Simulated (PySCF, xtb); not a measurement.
CH7NOSi, SMILES C[Si@H](N)O.

GFN2-xTB run with xtb at its own geometry gives an orbital gap of 7.03 eV and a dipole moment of 1.60 D.

Geometry optimised at B3LYP-D3(BJ)/def2-SVP. The structure was generated by enumeration; whether it is a known compound was not checked. The values are those of a single conformer.

Q: What does PBE/def2-TZVP (PySCF) give? (Estimate from the structure and the level; the computed values follow.)

A: gap 6.01 eV (levels -6.01 and 0.00 eV), dipole 2.17 D.
